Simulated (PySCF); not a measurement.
Assignment exercise: C7H4FNO

Cartesian coordinates in Å; atom numbers follow the order of the lines, from 1:
```xyz
14

O     4.229    0.338   -0.493
C     3.095    0.454   -0.309
N     1.977    0.799   -0.067
C     0.678    0.366   -0.001
C    -0.325    1.257    0.364
C    -1.640    0.833    0.435
C    -1.971   -0.480    0.145
C    -0.985   -1.382   -0.220
C     0.324   -0.954   -0.289
F     1.295   -1.823   -0.645
H    -0.056    2.277    0.589
H    -2.410    1.533    0.717
H    -2.997   -0.808    0.201
H    -1.215   -2.410   -0.450
```

[PySCF 2.14: geometry from GFN2-xTB; σ from GIAO-PBE0/pcSseg-1; non-relativistic Hamiltonian; single conformer; no solvent model]

References, each an isolated molecule treated in the same way: TMS for $^{13}$C and $^{1}$H.

Q: Assign these signals to the numbered atoms. $^{13}$C{$^{1}$H} NMR (computed): δ 168.2, 132.2, 131.1, 130.5, 130.3, 127.7, 121.8.

A: 
```tsv
δ (ppm)	atoms	environment	reason
168.2	C9	aromatic carbon bearing fluorine	σ withdrawal by the attached heteroatom moves it downfield of the ring CH carbons
132.2	C5	aromatic CH	the aromatic region
131.1	C7	aromatic CH	–
130.5	C2	central carbon of a heterocumulene	–
130.3	C6	aromatic CH	the aromatic region
127.7	C4	aromatic carbon bearing nitrogen	–
121.8	C8	aromatic CH	–
```

C5 and C7; C7 and C2; C2 and C6 lie closer than the usual error of such a calculation, so a measured spectrum could show them in the other order.

Q: Assign these signals to the numbered atoms. $^{1}$H NMR (400 MHz, computed): δ 7.51 (m, 1H), 7.46 (m, 1H), 7.41 (m, 1H), 7.40 (m, 1H).

A: 
7.51 → H11, hydrogen on an aromatic CH: the ring current deshields protons in the ring plane
7.46 → H14, hydrogen on an aromatic CH
7.41 → H13, hydrogen on an aromatic CH
7.40 → H12, hydrogen on an aromatic CH

H11 and H14; H14 and H13; H13 and H12 lie closer than the usual error of such a calculation, so a measured spectrum could show them in the other order.

Splittings by $^{19}$F in the carbon and heteronuclear signals aren't shown, as no couplings were computed. Shifts are as computed. Against solution values, carbons near 30 ppm lie about +3 ppm off and those near 130 ppm about +5 ppm. Of 1211 compounds with measured shifts, 218 miss one by over three times the rms of a fit or turn the order of signals round; such compounds aren't used in these exercises. No couplings were computed; multiplicities are counted from neighbouring protons, with m where these are inequivalent, close in shift, in a saturated or five-membered ring or joined by F or P, and br s for small geminal =CH2 splittings.
